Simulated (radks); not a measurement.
Problem. These are the eigenvalues of the occupied orbitals of an atom or ion with whole-number occupations (eV). All-electron calculation, scalar-relativistic Kohn-Sham, HCTH/407, spin-unpolarised, spherical densities, point nucleus. Program: a radial shooting solver on a logarithmic mesh with Libxc functionals.

| orbital | eigenvalue |
|---|---|
| 1s | -24842.06 |
| 2s | -4196.779 |
| 2p | -3837.190 |
| 3s | -1238.044 |
| 3p | -1119.112 |
| 3d | -936.9769 |
| 4s | -554.5747 |

Which element is it, and in what charge state? The configuration may be excited.

Solution. Z = 46, palladium, charge +20: Pd20+ in [Ne] 3s2 3p5 3d8 4s1. The list shows which subshells hold electrons but not how many an open one holds; the 1s level, -912.93 hartree, gives Z - s = 42.7 by -(Z - s)^2/2, which with screening and relativity narrows Z to a few neighbours, and the depths of the outer levels then fix element, charge and occupations together.
